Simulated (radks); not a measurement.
Values are calculated unless marked as measured or tabulated.
Fractional charge and spin in the 3d shell of copper: the spin-up occupation runs from 4 to 5 and the spin-down occupation from 4 to 5; the fullest corner is Cu, [Ar] 4s(up 0.5, down 0.5) 3d(up 5, down 5). Code: a radial shooting solver on a logarithmic mesh with Libxc functionals. Model: non-relativistic Kohn-Sham, BLYP, spin-polarised, spherical densities, point nucleus. Energy (eV) above the fullest corner. The planes named below are the two flat planes that join the four corners, with an edge along up + down = one added electron.

down \ up       4    4.25     4.5    4.75       5
4          39.479  30.850  23.347  16.923  11.526
4.25       30.850  23.414  17.053  11.718   7.353
4.5        23.347  17.053  11.781   7.478   4.084
4.75       16.923  11.718   7.478   4.145   1.656
5          11.526   7.353   4.084   1.656   0.000

Corners above the fullest one (they belong to Cu+ and the next ion): (up 5, down 4) 11.526 eV, (up 4, down 5) 11.526 eV, (up 4, down 4) 39.479 eV. With half an added electron in each spin the energy lies 0.255 eV from the planes, and with half an added electron in spin up alone -2.156 eV. The planes are only a guide here: the flat-plane condition holds for ground states with one frontier orbital, while this shell lies below other occupied shells, so the corners above the fullest one are inner-hole states and not the ground states of those ions.
